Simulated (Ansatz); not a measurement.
An input meant for SiH2Me(NCO) (C2H5NOSi) (charge 0, singlet).

```yaml
crystal:
  periodic: [false, false, false]
  atoms:
    - {symbol: Si, position_ang: [0.684762, 0.029494, 0.455487]}
    - {symbol: H, position_ang: [0.728243, 0.001577, 1.958168]}
    - {symbol: H, position_ang: [2.089991, -0.025492, -0.076364]}
    - {symbol: C, position_ang: [-0.211507, 1.558946, -0.164665]}
    - {symbol: H, position_ang: [0.312745, 2.474650, 0.178217]}
    - {symbol: H, position_ang: [-1.250973, 1.590161, 0.218863]}
    - {symbol: H, position_ang: [-0.247445, 1.573950, -1.272375]}
    - {symbol: N, position_ang: [-0.146037, -1.397292, -0.081761]}
    - {symbol: C, position_ang: [-0.704398, -2.409097, -0.433628]}
    - {symbol: O, position_ang: [-1.255371, -3.396898, -0.781932]}
basis:
  gaussian: {orbitals: cc-pVDZ, nuclear_model: gaussian}
magnetization: {spin_polarized: true, initial_magnetization: 1}
hamiltonian: {xc: {name: revPBE0}}
scf: {lower_state_search: full}
output: {forces: true}
```

```sh
$ ansatz run in.yaml --threads 4 --pin off --events-out ev --progress --plain --max-ram 3916MiB
```

(1) Predict how Ansatz answers.

## Answers

(1) The input was rejected before any iteration. The number of unpaired electrons doesn't fit the electron count.
```
Error: a molecule whose nuclei and cores have a total charge of 46 cannot have a net charge of 0 together with 1 unpaired electrons
```
